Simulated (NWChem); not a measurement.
Species: CH₂F₂O₂Si; SMILES F[Si]1(F)OCO1

```xyz
8

F      0.0000    -1.2634     1.3402
Si     0.0000     0.0000     0.3706
F      0.0000     1.2634     1.3402
O     -1.1048     0.0000    -0.8671
C      0.0000     0.0000    -1.7740
O      1.1048     0.0000    -0.8671
H      0.0000    -0.9092    -2.3975
H      0.0000     0.9092    -2.3975
```
Atoms are numbered in this order, from 1.

Results from NWChem. Medium grid unless said otherwise, to which SCAN and Minnesota functionals are sensitive. All runs use the structure optimised with PBE0/def2-SVP.

### Question
Among these, which level gives the lowest value of “dipole (D)”?
(A) SCAN/def2-SVP
(B) PBE/def2-SVP
(C) r2SCAN/def2-SVP
(D) r2SCAN0/def2-SVP

### Answer
B, PBE/def2-SVP. Values: PBE/def2-SVP 1.29; r2SCAN/def2-SVP 1.40; SCAN/def2-SVP 1.43; r2SCAN0/def2-SVP 1.53
